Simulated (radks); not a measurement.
Numerical settings for the selenium ion Se2+, [Ar] 3d10 4s2 4p2. All-electron calculation, scalar-relativistic Kohn-Sham, r2SCAN, spin-polarised, spherical densities, finite nucleus; open shells are filled with parallel spins first; meta-GGA in the generalised Kohn-Sham scheme; Fermi nuclear charge, rms radius 4.14 fm. Program: a radial shooting solver on a logarithmic mesh with Libxc functionals. The defaults (mesh step 0.008 in ln r, mesh end at 40 bohr or more with all orbitals vanishing there, Anderson mixing 0.5 over 9 steps, residual threshold near 1e-9 with the energy settled to 1e-9 hartree or 1e-11 of itself, here a cap of 94 iterations) give E = -2429.245 hartree and 4p at -26.794 eV in 12 iterations. Run on one thread of a shared host, so times are rough (Intel(R) Xeon(R) Platinum 8559C): 0.14 s of CPU time, 0.14 s wall, 12 iterations on 2198 mesh points. Changes against that run (0 stands for a change within the tolerance of the run):

setting,iterations,converged,E (mhartree),e(4p) (meV),CPU (s)
mesh step in ln r 0.12,2,no,diverged,-,0.01
mesh step in ln r 0.08,4,no,diverged,-,0.02
mesh step in ln r 0.02,12,yes,-0.00331,+0.00875,0.06
mesh end (bohr) 12,12,yes,0,0,0.13
mesh end (bohr) 400,12,yes,0,0,0.14
residual threshold 1e-05,10,yes,0,+0.0734,0.12
residual threshold 0.01,10,yes,0,+0.0734,0.12
mixing 0.2,16,yes,0,+0.00772,0.18
"linear mixing, mixing 0.5",22,yes,0,+0.0321,0.23
"linear mixing, mixing 1",26,no,diverged,-,0.57
mixing history 2,20,yes,0,+0.00932,0.2
iteration cap 5,5,no,+2.13,+463,0.07

No run marked as converged misses the energy by more than 1 mhartree. A mesh that ends early acts as a hard wall.
